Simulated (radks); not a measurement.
Problem. The mean radii <r> (bohr) of the occupied orbitals of an atom or ion are listed with their occupations. All-electron calculation, Dirac Kohn-Sham, relativistic LDA (MacDonald-Vosko exchange, VWN5 correlation), spin-unpolarised, spherical densities, finite nucleus; Fermi nuclear charge, rms radius of each element as measured or else 0.836 A^(1/3) + 0.57 fm. Program: a radial shooting solver on a logarithmic mesh with Libxc functionals.

orbital  occ.      <r>
1s1/2       2  0.02083
2s1/2       2  0.08704
2p1/2       2  0.07244
2p3/2       4  0.07936
3s1/2       2   0.2135
3p1/2       2   0.2015
3p3/2       4   0.2121

Name the element and its charge. Open shells, if any, fill j = l - 1/2 first.

Solution. Z = 67, holmium, charge +49: Ho49+ in [Ar]. The 1s radius gives Z: for a bare nucleus <r> = (2 gamma + 1)/(2Z) with gamma = sqrt(1 - (Z/c)^2), 0.02048 bohr for Z = 67, and screening makes it slightly larger (0.02083 here). The occupations add up to 18, and the charge is Z minus that.
